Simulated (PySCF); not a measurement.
Computed shifts of a molecule C₅H₁₀O, PBE/pcSseg-1 run with PySCF, GIAO, gas phase, equivalent atoms averaged, in ppm (number of nuclei): ¹³C: 72.8 (1), 26.3 (1), 21.1 (1), 13.8 (2). ¹H: 4.27 (2), 1.33 (3), 1.27 (2), 0.40 (2), 0.25 (1). References: ¹³C against TMS (σ = 182.0 ppm); ¹⁷O against H2O (σ = 334.3 ppm); ¹H against TMS (σ = 31.49 ppm), references at their B3LYP-D3(BJ)/def2-TZVP geometries, non-relativistic. Coordinates come from a B3LYP-D3(BJ)/def2-SVP optimisation. The values are those of a single conformer.

### Question
Which structure fits?
A. CC(C)(C)C=O
B. C[C@@H]1C[C@@]1(C)O
C. C[C@@H]1C[C@@H](C)O1
D. CC1(CO)CC1

### Answer
D, CC1(CO)CC1
